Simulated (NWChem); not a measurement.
Si₂H₃, doublet; SMILES [Si][SiH3]

Program: NWChem. Spin-unrestricted. In the optimisation the excess spin sits in a" (Cs, its own frame). No stability test was run on the SCF state. The level has its own optimisation; frequencies are unscaled.

Task: Estimate the computed values for PBE0/def2-SVP. Quantities: r Si–Si (Å); highest harmonic frequency (cm⁻¹); lowest (cm⁻¹); zero-point energy (kcal/mol).

Result: The r Si–Si (Å) is 2.382. The highest harmonic frequency (cm⁻¹) comes out as 2201. The lowest (cm⁻¹) comes out as 274 and the zero-point energy (kcal/mol) comes out as 14.8.
